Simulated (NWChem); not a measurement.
System: BNH3F; SMILES NBF

Here is an NWChem input.

```
start job
memory heap 200 mb stack 900 mb global 1100 mb
geometry units angstroms noautosym nocenter noautoz
  B     -0.486616     0.073353     0.000000
  H     -1.681822     0.102167     0.000000
  F      0.196205     1.230028     0.000000
  N      0.208728    -1.139008     0.000000
  H      1.218733    -1.194037     0.000000
  H     -0.257592    -2.033736     0.000000
end
basis spherical
  B library def2-svp
  H library def2-svp
  F library def2-svp
  N library def2-svp
end
dft
  xc xcamb88 1.00 lyp 0.81 vwn_5 0.19 hfexch 1.00
  cam 0.33 cam_alpha 0.19 cam_beta 0.46
  iterations 150
end
property
  efieldgrad
end
task dft property
```

Structure relaxed at the B3LYP/6-31G* (spherical d) level.

Vzz is the largest principal value of the second derivative of the potential at the nucleus (NWChem prints the opposite sign); η is the asymmetry. Non-relativistic.

Atoms are numbered as in the input.

Q: Give the results of this calculation. (CAM-B3LYP/def2-SVP.) Quantities: Vzz B1 (a.u.); η B1; Vzz N4 (a.u.); η N4.

A: 
```yaml
Vzz B1 (a.u.): 0.310
"η B1": 0.63
Vzz N4 (a.u.): -0.703
"η N4": 0.56
```
